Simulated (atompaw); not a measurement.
Which change was made? (Bi, PAW (atompaw))

atompaw 4.2.0.5 input, output lines left out:

```
Bi 83
LDA-PW scalarrelativistic loggrid 2001 logderivrange -10 5 376
6 6 5 4 0 0
6 1 2
0 0 0
c
c
c
c
c
v
c
c
c
v
v
c
c
v
c
2
2.25 2.00 2.00 1.70
y
3.25
n
n
y
0.9
n
custom rrkj vanderbiltortho sinc
3 0 troulliermartins
2.25
2.25
1.60
2.25
2.25
2.25
```

Cutoffs, loose and tight: the cutoffs (Ry, on a coarse ladder) from which the occupation-weighted sum of valence levels, in a spherical-Bessel basis at the reference potential, stays within 10 and 1 mRy of its value at 400 Ry. They see the waves, projectors and local potential, not the compensation charge or the core.

The base gives: outcome: generated; cutoff, loose: 40 Ry; cutoff, tight: 60 Ry; bound ghosts: s.

(1) After one change the result is: outcome: generated; cutoff, loose: 50 Ry; cutoff, tight: 90 Ry; bound ghosts: s. Which change was it?
A. local potential bessel scheme, radius 2.00 bohr
B. all radii scaled by about 0.78 (s 1.76, p 1.24, d 1.76 bohr); local potential troulliermartins scheme with l = 3 at 0 Ry, radius 1.56 bohr; augmentation sinc compensation charge, radius 1.56 bohr; PAW radius 1.76 bohr; waves and projectors: custom rrkj vanderbiltortho; core correction smooth core density matched at 1.32 bohr
C. waves 6s (bound); 6s channel at 3.25 Ry; 5p (bound); 6p (bound); 5d (bound); 5d channel at 0.9 Ry; augmentation sinc compensation charge, radius 2.00 bohr; PAW radius 2.25 bohr; waves and projectors: bloechl

## Answers

(1) C. The others give: local potential bessel scheme, radius 2.00 bohr → outcome: generated; cutoff, loose: 40 Ry; cutoff, tight: 60 Ry; bound ghosts: none | all radii scaled by about 0.78 (s 1.76, p 1.24, d 1.76 bohr); local potential troulliermartins scheme with l = 3 at 0 Ry, radius 1.56 bohr; augmentation sinc compensation charge, radius 1.56 bohr; PAW radius 1.76 bohr; waves and projectors: custom rrkj vanderbiltortho; core correction smooth core density matched at 1.32 bohr → outcome: failed: atompaw: The overlap operator has at least one negative eigenvalue!.
